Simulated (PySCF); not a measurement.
Species: C2H11FNSi3 (doublet state).
Z-matrix (Å and degrees, GFN2-xTB geometry), rows numbered from 1:
```
C 
Si  1  1.8994
Si  2  2.3355  1  110.16
C   3  1.8586  2  110.60  1    -1.93
F   4  1.3707  3  114.44  2    83.77
Si  4  1.8781  3  130.52  2   -81.75
N   6  1.7304  4  106.31  3   102.49
H   1  1.0870  2  110.99  3    54.11
H   1  1.0870  2  110.81  3   -65.14
H   1  1.0866  2  111.88  3   174.86
H   2  1.4715  1  108.61  3  -122.36
H   2  1.4731  1  108.07  3   123.15
H   3  1.4696  2  111.61  1   118.88
H   3  1.4676  2  112.14  1  -119.37
H   6  1.4730  4  109.00  3  -133.51
H   6  1.4607  4  108.82  3   -11.41
H   7  1.0079  6  118.45  4  -176.64
H   7  1.0086  6  117.77  4    48.15
```

The hyperfine couplings belong to this conformer and change with its torsions.

As a line formula: `C[SiH2][SiH2][C](F)[SiH2]N` [radical].

The calculation used PySCF, UKS B3LYP, pcH-1 on C F H N Si, non-relativistic, mean-field spin-orbit, GIAO. The structure is a single GFN2-xTB conformer in the gas phase; no vibrational or solvent corrections. Couplings are sensitive to structure, and on GFN2-xTB geometries they can be far from those on DFT ones. The SCF solution wasn't tested for stability.

Q: What is the g tensor, term by term?

A: 
```csv
Δg (ppm),1,2,3
relativistic mass correction,-184,-184,-184
gauge correction,1,34,35
orbital Zeeman/spin–orbit,-137,2955,3251
total,-320,2805,3101
```

So g = 2.00200, 2.00512, 2.00542 and g_iso = 2.00418; the tensor is close to axial: the two nearest values differ by 9 % of g3 − g1. Axes: g3 points within 8° of the C4–Si6 bond.

Q: Average each term over the three axes. Which is largest in size?

A: The orbital-Zeeman/spin–orbit term 2023, the mass correction -184 and the gauge correction 24 ppm, for a total of 1862 ppm. The orbital-Zeeman/spin–orbit term is the largest in size. The mass correction is the same along every axis, so the anisotropy comes from the other two: their spans along these axes are 33 (gauge) and 3388 ppm (orbital Zeeman/spin–orbit).

Q: At 9.411 GHz, how far is the centre of the isotropic spectrum from where a free electron (g = 2.002319) resonates?

A: B = hν/(g μB) with μB/h = 13.99624 MHz/mT gives 335.81 mT for the free electron and 335.50 mT at g_iso, 0.31 mT lower.

Q: What effective moment and Curie constant follow for a powder?

A: With the mean of g² = 4.0167 and S(S+1) = 0.75: μ_eff = √(⟨g²⟩S(S+1)) = 1.736 μB and χT = 0.12505·⟨g²⟩·S(S+1) = 0.377 cm³ K/mol (cgs; spin-Hamiltonian part alone).

Q: In a frozen sample, at which fields do the three g values resonate at 9.5, 34, 94 and 263 GHz (hyperfine left aside), and which band first spreads them over more than twice a line width of 0.3 mT?

A: 
| band | GHz | B(g3) mT | B(g2) mT | B(g1) mT | spread mT |
| --- | --- | --- | --- | --- | --- |
| X | 9.5 | 338.46 | 338.51 | 339.04 | 0.58 |
| Q | 34.0 | 1211.33 | 1211.51 | 1213.40 | 2.07 |
| W | 94.0 | 3348.97 | 3349.46 | 3354.69 | 5.72 |
| J | 263.0 | 9369.98 | 9371.37 | 9386.00 | 16.01 |

The spread grows in proportion to the frequency. Q band is the first where it exceeds 0.6 mT.

Largest spin populations (Mulliken): C4 (+0.88) and F5 (+0.07). C4 is the only atom above +0.15. The angles at C4 add up to 358.6°, so it is planar.

The HOMO–LUMO gaps are 5.70 eV among the α and 4.64 eV among the β orbitals.

Time: 3.8 min (grids of density and orbitals included); peak memory 1.1 GiB. Hardware: one thread of an Arm Neoverse N1, shared host with 64 logical CPUs at a one-minute load of 56.
